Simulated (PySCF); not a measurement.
C₂H₉ClSi₃.

```xyz
15

C      2.9491    -0.4696     0.0577
C      1.7556     0.1254     0.1423
Cl     1.1847     1.1437    -1.1886
Si     0.5167    -0.0222     1.5584
Si    -1.4516    -1.0318     0.7611
Si    -2.3127     0.0639    -1.1362
H      3.3006    -1.0975     0.8813
H      3.6015    -0.3522    -0.8124
H      1.1562    -0.8277     2.6406
H      0.2093     1.3442     2.0712
H     -1.1620    -2.4610     0.4305
H     -2.4698    -1.0073     1.8570
H     -2.3132     1.5397    -0.9238
H     -1.5052    -0.2703    -2.3419
H     -3.7203    -0.3845    -1.3624
```

The structure is a stationary point at B3LYP-D3(BJ)/def2-SVP. The structure was generated by enumeration, and PubChem lists no compound with its InChIKey, so it may never have been made. The values are those of a single conformer.

Computed with HF/pcSseg-1 (PySCF). Non-relativistic, no solvent.

Task: Give the absolute GIAO shielding of each atom: isotropic value and principal components (ppm). (An estimate is asked for; the answer gives what the named calculation found.)

Result: 
```
atom  σ(iso)    σ11    σ22     σ33   span
----  ------  -----  -----  ------  -----
C1      48.8  -91.1   85.2   152.3  243.4
C2      39.9  -91.1   75.2   135.4  226.5
Cl3    776.9  577.7  736.4  1016.6  438.9
Si4    444.3  411.3  435.5   486.1   74.8
Si5    495.5  490.1  493.3   503.2   13.1
Si6    483.3  478.5  484.3   487.0    8.5
H7      25.4   21.6   23.8    30.8    9.2
H8      25.4   20.9   23.4    31.9   11.0
H9      27.6   23.7   26.0    32.9    9.1
H10     27.7   24.7   25.7    32.5    7.8
H11     28.6   25.4   26.1    34.4    9.0
H12     28.7   25.1   26.0    35.0    9.9
H13     28.2   24.6   27.2    32.7    8.1
H14     28.1   24.2   27.8    32.4    8.2
H15     28.2   24.5   25.6    34.5   10.0
```
